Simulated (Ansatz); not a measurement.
C2H10GeN2 (`C[NH][GeH2][NH]C`). Total charge 0; spin multiplicity 1. Geometry: relaxed with PBE0-D4/def2-TZVP. It is one conformer, not always the lowest.

```xyz
15

C     1.899   -0.995    0.246
N     1.214   -0.518   -0.938
Ge   -0.610   -0.578   -1.029
N    -1.344    0.095    0.516
C    -1.225    1.509    0.802
H     1.513   -1.981    0.520
H     2.968   -1.115    0.044
H     1.787   -0.350    1.127
H     1.624    0.321   -1.319
H    -1.087   -2.039   -1.092
H    -0.971    0.229   -2.298
H    -2.257   -0.272    0.742
H    -1.872    2.156    0.192
H    -1.447    1.711    1.855
H    -0.193    1.827    0.632
```

(1) What is the dipole moment at PBE/def2-TZVPP? (An estimate is asked.)

(2) And with r2SCAN, B3LYP, ωB97M-V? (An estimate is asked.)

(3) Give the Mulliken charges with PBE, r2SCAN, B3LYP in def2-TZVPP. (Best estimate.)

Results:

(1) The calculation gave: 1.03 D, with components (-0.30, 0.88, 0.46) D in this frame, pointing from negative to positive charge.

(2) Ansatz gave: r2SCAN 1.05 D, B3LYP 1.07 D, ωB97M-V 1.07 D.

(3) The calculation gave: 
```
atom    PBE  r2SCAN  B3LYP
  C1  -0.18   -0.03  -0.17
  N2  -0.29   -0.36  -0.33
 Ge3   0.25    0.31   0.32
  N4  -0.29   -0.36  -0.33
  C5  -0.19   -0.03  -0.18
  H6   0.09    0.05   0.09
  H7   0.09    0.05   0.09
  H8   0.09    0.05   0.09
  H9   0.12    0.12   0.11
 H10  -0.02   -0.02  -0.02
 H11  -0.05   -0.04  -0.04
 H12   0.12    0.12   0.11
 H13   0.09    0.05   0.09
 H14   0.09    0.05   0.09
 H15   0.08    0.04   0.08
```

B3LYP here is the variant with VWN-RPA as its local correlation; programs differ in this.
